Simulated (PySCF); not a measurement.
C5H9N, SMILES CC(C)=C=CN. Atoms are numbered in the order given.

```xyz
15

C     -1.8825    -1.0855    -0.2017
C     -0.9492     0.0892     0.0007
C     -1.5852     1.3502     0.5468
C      0.3345     0.0226    -0.2873
C      1.6212     0.0033    -0.5702
N      2.6744    -0.2720     0.3220
H     -2.6911    -0.8187    -0.9041
H     -1.3504    -1.9615    -0.5980
H     -2.3638    -1.3665     0.7509
H     -0.8472     2.1551     0.6676
H     -2.0557     1.1535     1.5257
H     -2.3835     1.7030    -0.1290
H      1.9502     0.2832    -1.5800
H      2.3644    -0.7114     1.1835
H      3.4238    -0.8114    -0.1010
```

Geometry optimised at ωB97X-D3(BJ)/def2-SVP. This is a generated structure with no PubChem entry under its InChIKey; it may be hypothetical. One conformer was computed; it need not be the lowest.

The numbers are results of PBE/pcSseg-1 run with PySCF, not measurements.

GIAO shieldings, no solvent; atoms alike by connectivity are averaged. δ = σ(ref) − σ: ¹³C against TMS (σ = 182.0 ppm); ¹⁵N against NH3 (σ = 267.0 ppm); ¹H against TMS (σ = 31.49 ppm), references at their B3LYP-D3(BJ)/def2-TZVP geometries, non-relativistic.

**Question.** Estimate the chemical shifts. (Estimate from the structure and the level; the computed values follow.)

**Answer.** 
| nucleus | atoms | count | δ (ppm) |
|---|---|---|---|
| ¹³C | C4 | 1 | 206.9 |
| ¹³C | C2 | 1 | 114.1 |
| ¹³C | C5 | 1 | 107.1 |
| ¹³C | C1, C3 | 2 | 28.4 |
| ¹⁵N | N6 | 1 | 64.9 |
| ¹H | H13 | 1 | 6.29 |
| ¹H | H7, H8, H9, H10, H11, H12 | 6 | 2.09 |
| ¹H | H14, H15 | 2 | 1.69 |
